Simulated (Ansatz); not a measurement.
Cost and result for the atomization energy of C$_{2}$H$_{7}$BFN (12 atoms, 12 bonds).

Z-matrix (Å, degrees):
```
C
B 1 1.584
H 1 1.096 2 113.6
H 1 1.095 2 109.9 3 -119.3
H 1 1.094 2 112.3 3 122.3
C 2 1.556 1 120.3 3 21.0
N 2 1.656 1 115.2 3 -41.9
H 2 1.200 1 121.5 3 -176.6
F 6 1.365 2 123.8 1 159.4
H 6 1.089 2 124.0 1 -0.7
H 7 1.010 2 125.0 1 7.0
H 7 1.010 2 117.3 1 -147.3
```

Total charge 0; spin multiplicity 1. The bonds changed during the relaxation, so this is another structure than the one it started from. All single points use the PBE0-D4/def2-TZVP geometry. It is one conformer, not always the lowest. Program: Ansatz. All runs use 4 threads of an Arm Neoverse V2 on a shared host. Times are those of one run each, without the atoms' runs, and a repeat can differ threefold. Electronic energies, without spin–orbit coupling; frozen cores. CCSD(T)/CBS adds CCSD(T) − MP2 in def2-TZVPP to the MP2 limit, and its time is that of the two runs behind it. T1 = 0.010. B3LYP takes the VWN-RPA correlation (the form of Gaussian; ORCA's B3LYP/G).

CCSD(T)/CBS is a level of theory with its own doubt, some kJ/mol a heavy atom from the limit and from the frozen cores, so smaller differences don't rank the functionals.

```json
{"level": "PBE-D4/def2-TZVPP (with forces)", "functions": "253", "wall time": "2.1 s"}
{"level": "PBE0-D4/def2-TZVPP", "functions": "253", "wall time": "2.2 s"}
{"level": "B3LYP-D4/def2-TZVPP (with forces)", "functions": "253", "wall time": "3.5 s"}
{"level": "r2SCAN-D4/def2-TZVPP (with forces)", "functions": "253", "wall time": "3.9 s"}
{"level": "B2PLYP/def2-TZVPP", "functions": "253", "wall time": "4.3 s"}
{"level": "ωB97X-V/def2-TZVPP", "functions": "253", "wall time": "6 s"}
{"level": "ωB97M-V/def2-TZVPP (with forces)", "functions": "253", "wall time": "8.6 s"}
{"level": "MP2/def2-QZVPP", "functions": "495", "wall time": "20 s"}
{"level": "CCSD(T)/def2-TZVPP", "functions": "253", "wall time": "2.3 min"}
{"level": "CCSD(T)/CBS(def2)", "functions": "–", "wall time": "2.6 min"}
```

Problem. What atomization energy does each give, and how far from CCSD(T)/CBS? (Best estimate.)

Solution. The calculation gave: 
```json
{"level": "PBE-D4/def2-TZVPP (with forces)", "atomization (kcal/mol)": "1104.9", "difference from CCSD(T)/CBS": "31.9", "per bond": "2.7"}
{"level": "PBE0-D4/def2-TZVPP", "atomization (kcal/mol)": "1084.4", "difference from CCSD(T)/CBS": "11.4", "per bond": "0.9"}
{"level": "B3LYP-D4/def2-TZVPP (with forces)", "atomization (kcal/mol)": "1079.3", "difference from CCSD(T)/CBS": "6.3", "per bond": "0.5"}
{"level": "r2SCAN-D4/def2-TZVPP (with forces)", "atomization (kcal/mol)": "1079.9", "difference from CCSD(T)/CBS": "6.9", "per bond": "0.6"}
{"level": "B2PLYP/def2-TZVPP", "atomization (kcal/mol)": "1067.0", "difference from CCSD(T)/CBS": "-6.0", "per bond": "-0.5"}
{"level": "ωB97X-V/def2-TZVPP", "atomization (kcal/mol)": "1080.2", "difference from CCSD(T)/CBS": "7.2", "per bond": "0.6"}
{"level": "ωB97M-V/def2-TZVPP (with forces)", "atomization (kcal/mol)": "1082.6", "difference from CCSD(T)/CBS": "9.6", "per bond": "0.8"}
{"level": "MP2/def2-QZVPP", "atomization (kcal/mol)": "1079.5", "difference from CCSD(T)/CBS": "6.5", "per bond": "0.5"}
{"level": "CCSD(T)/def2-TZVPP", "atomization (kcal/mol)": "1047.0", "difference from CCSD(T)/CBS": "-26.0", "per bond": "-2.2"}
{"level": "CCSD(T)/CBS(def2)", "atomization (kcal/mol)": "1073.0", "difference from CCSD(T)/CBS": "0.0", "per bond": "0.0"}
```

In def2-TZVPP, CCSD(T) changes the Hartree–Fock value by +266.4 kcal/mol (the triples alone add +15.2 kcal/mol) and MP2 by +283.7 kcal/mol; breaking electron pairs costs correlation energy, which Hartree–Fock lacks. From PBE to PBE0 (25 % exact exchange), in def2-TZVPP and without D4, the atomization energy moves by −19.7 kcal/mol: exact exchange takes away binding that semilocal exchange gives to molecules. The D4 term adds +7.3 kcal/mol with B3LYP and +3.8 kcal/mol with PBE0; it sums over pairs of atoms, weighted by their polarisabilities, and B3LYP, whose exchange is more repulsive, gets the larger term.
